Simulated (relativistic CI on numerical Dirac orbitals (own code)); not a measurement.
# Hyperfine structure of B⁴⁺, mass number 10

Method of calculation: Dirac equation for one electron, model QED (radiative potential, 1s self-energy scaled to tabulated hydrogen-like ionisation energies) (own radial code, finite nucleus).

Configuration list: 1s, 2s, 2p, 3s, 3p, 3d, 4s, 4p, 4d, 4f, 5s, 5p, 5d, 5f, 5g, 6s, 6p, 6d. Levels of other configurations are missing.

Nuclear spin I = 3, μ = 1.80046 μN, Q = 0.0846 b (tables of Stone and Pyykkö). The electronic factors are computed for point nuclear moments, without core polarisation; leaving it out makes A of s and p electrons in near-neutral atoms 20 to 40 % too small, and it can dominate for d and f shells.

```json
{"Level": "1s ²S1/2", "E (cm⁻¹)": "0", "A (MHz)": "19120", "B (MHz)": ""}
{"Level": "2p ²P°1/2", "E (cm⁻¹)": "2057998", "A (MHz)": "797.4", "B (MHz)": ""}
{"Level": "2s ²S1/2", "E (cm⁻¹)": "2058012", "A (MHz)": "2392", "B (MHz)": ""}
{"Level": "2p ²P°3/2", "E (cm⁻¹)": "2058227", "A (MHz)": "159.1", "B (MHz)": "41.4"}
{"Level": "3p ²P°1/2", "E (cm⁻¹)": "2439196", "A (MHz)": "236.3", "B (MHz)": ""}
{"Level": "3s ²S1/2", "E (cm⁻¹)": "2439200", "A (MHz)": "708.7", "B (MHz)": ""}
{"Level": "3d ²D3/2", "E (cm⁻¹)": "2439263", "A (MHz)": "28.29", "B (MHz)": "2.46"}
{"Level": "3p ²P°3/2", "E (cm⁻¹)": "2439264", "A (MHz)": "47.16", "B (MHz)": "12.3"}
```

Levels with J = 0, under 50 % of one LS term, or S terms without an open s electron are left out. Small factors come from cancelling terms and can be off by tens of per cent or more.

(1) Give the hyperfine levels of 1s ²S1/2 relative to its centre of gravity.

## Answers

(1) With K = F(F + 1) − I(I + 1) − J(J + 1), E = AK/2: F = 5/2: -38230, F = 7/2: 28680 MHz.
